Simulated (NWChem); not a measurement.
Species: C$_{2}$H$_{4}$BFO$_{2}$; SMILES OB(F)OC=C

```xyz
10

C      0.5127     2.1557    -0.0019
C     -0.6685     1.5143     0.0011
O     -0.9070     0.1661     0.0008
B     -0.0129    -0.8720     0.0002
O     -0.5251    -2.1325    -0.0014
F      1.3239    -0.6759     0.0014
H      1.4796     1.6365    -0.0049
H      0.5049     3.2546    -0.0013
H     -1.6232     2.0661     0.0041
H      0.1802    -2.8030    -0.0015
```
Atoms are numbered in this order, from 1.

All runs: NWChem. Medium grid unless said otherwise, to which SCAN and Minnesota functionals are sensitive. Structure relaxed at the PBE-D3(BJ)/def2-SVP level. Hybrids' shares of exact exchange are those that their runs print; pure functionals count as 0. The functionals differ in more than this share.

```
row               share of exact exchange  orbital gap (eV)
----------------  -----------------------  ----------------
PBE/def2-SVP                         0.00              5.14
N12/def2-SVP                         0.00              5.19
B3LYP/def2-SVP                       0.20              6.92
B97-2/def2-SVP                       0.21              7.10
r2SCAN0/def2-SVP                     0.25          withheld
```

**Question.** Fit a straight line of the last column on the one before it, predict the withheld value, and compare with the run.

**Answer.** 
1. Means of the 4 shown rows: x = 0.103, y = 6.088. Slope Σ(x − x̄)(y − ȳ)/Σ(x − x̄)² = 0.3791/0.04208 = 9.011; intercept 5.164.
2. The shown rows scatter about the line by 0.036 (root mean square); the largest residual is -0.05, at B3LYP/def2-SVP.
3. At x = 0.25 (r2SCAN0/def2-SVP; beyond the shown range) the line gives 7.42.
4. The run gives 7.72, +0.30 from the line, 8.2 times the scatter.
